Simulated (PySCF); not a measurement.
Where the electron goes

Compound: C5H7NOSSi.
Z-matrix (Å and degrees, GFN2-xTB geometry), rows numbered from 1:
```
N 
C   1  1.2638
C   2  1.4406  1  128.22
C   3  1.3783  2  132.60  1     0.21
C   4  1.4052  3  107.17  2   179.92
C   5  1.3727  4  105.69  3    -0.00
S   6  1.7276  5  131.58  4  -179.81
Si  7  2.1762  6   95.62  5  -179.92
O   6  1.3417  5  110.92  4     0.03
H   1  1.0191  2  114.56  3    -0.02
H   2  1.0870  1  116.81  3  -179.92
H   4  1.0717  3  126.57  2     0.06
H   5  1.0697  4  128.08  3   179.87
H   8  1.4551  7  106.87  6    61.53
H   8  1.4549  7  107.05  6   -61.47
H   8  1.4540  7  100.68  6   179.93
```

Computed, not measured: TDDFT wB97X-D/def2-SVPD, vertical, gas phase, core orbitals frozen in the response (PySCF 2.14.0, density-fitted response routines).

Kohn–Sham orbitals with the atoms that hold most of them (Löwdin shares over 4%, at most four atoms; ? is withheld):

```csv
orbital,ε (eV),atoms
HOMO-3,-10.96,"O9 25%, C5 20%, S7 18%, C6 14%"
HOMO-2,-10.22,"S7 24%, C4 19%, N1 10%, C6 9%"
HOMO-1,-9.68,"N1 64%, C2 15%, H10 8%, C3 5%"
HOMO,?,?
LUMO,0.17,?
LUMO+1,1.29,"Si8 37%, S7 28%, H15 10%, H14 10%"
LUMO+2,1.76,"Si8 32%, S7 29%, H14 8%, H15 8%"
```

Task: Which atoms hold the LUMO, and with what shares?

Result: N1 (bonded to C and H) 21%; C2 (bonded to C, N and H) 18%; C4 (bonded to 2 C and H) 14%; C3 (bonded to 2 C and O) 12%. By element: carbon 44% or more, nitrogen 21%.

Task: Give the leading atoms of the HOMO.

Result: S7 (bonded to C and Si) 26%; C3 (bonded to 2 C and O) 17%; C6 (bonded to C, O and S) 14%; C5 (bonded to 2 C and H) 12%. By element: carbon 43% or more, sulfur 26%.

Task: What is the HOMO energy, and the HOMO–LUMO gap?

Result: ε(HOMO) = -7.91 eV; the gap is 8.08 eV (0.2970 hartree).

Task: The HOMO–LUMO gap is 8.08 eV. Where does the response calculation put the lowest singlet, and from which orbitals?

Result: S1 is at 4.45 eV (f = 0.450), 3.64 eV below the gap, made of HOMO→LUMO (96%). Without the coupling terms of the response equations the lowest excitation would equal the gap.

Task: Give energy, strength and leading configuration of S1, S2, S3 and S7, and follow the Löwdin shares of the leading atoms from the occupied to the empty orbital.

Result: 
- S1 (4.45 eV, f 0.450), HOMO→LUMO (96%): S7 26% → at most 12%, C3 17% → 12%, N1 at most 12% → 21%, C2 at most 12% → 18%
- S2 (4.75 eV, f 0.0029), HOMO-1→LUMO (92%): N1 64% → 21%, C2 15% → 18%
- S3 (5.22 eV, f 0.0023), HOMO→LUMO+1 (76%): S7 26% → 28%, C3 17% → at most 10%, Si8 at most 12% → 37%
- S7 (6.50 eV, f 0.114), HOMO-2→LUMO (84%): S7 24% → at most 12%, C4 19% → 14%, N1 10% → 21%, C2 at most 10% → 18%

The run took 2.8 min wall on Intel Xeon at 2.50 GHz, one thread, shared host, and the process peaked at 1.1 GiB of memory.

One conformer stands for the species.
